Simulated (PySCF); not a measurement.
**Radial density of Cd³⁺ (cadmium, charge +3)**

r2SCAN, [Kr] 4d9, 2D determinant. All numbers are calculated (PySCF 2.14, the spin-free X2C one-electron Hamiltonian (Gaussian nucleus), in x2c-QZVPPall with one added diffuse shell each of s, p, d, f, g type (14s9p8d5f3g, 143 functions)).

```
r (bohr)  4πr²ρ (e/bohr)  4πr²(ρα − ρβ)
  0.0224           61.78        -0.0004
  0.0377           53.21         0.0004
  0.0634           64.32         0.0108
   0.107           76.18         0.0809
   0.179           52.66         0.2427
   0.302           62.43         0.1452
   0.507           22.66         0.0955
   0.854           20.36         0.9507
    1.44           7.791         0.5876
    2.41          0.5938         0.0507
    4.06        0.005068         0.0003
```

Densities and radii are taken from the X2C orbitals without a picture-change correction, which distorts them close to the nucleus.
